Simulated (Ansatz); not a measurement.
This Ansatz (a first-principles code) input (PBE/6-311++G(2d,2p)) gives -289.22517 Eh with 35 basis functions. A basis named .json is the Basis Set Exchange file of that set (core-valence sets with the plain set on hydrogen).

Ansatz 0.2 input:
```yaml
crystal:
  periodic: [false, false, false]
  atoms:
    - {symbol: Si, position_ang: [0.00000000, 0.00000000, 0.00000000]}
basis:
  gaussian:
    orbitals: 6-311++G_2d_2p_.json
hamiltonian:
  xc: {name: PBE}
magnetization: {spin_polarized: true, initial_magnetization: 2}
scf: {lower_state_search: full}
```

Change:
```diff
- orbitals: 6-311++G_2d_2p_.json
+ orbitals: def2-SVPD
```

Task: What does the run give now?

Result: -289.12511 Eh (PBE/def2-SVPD, 24 functions), a change of +100.06 mEh.
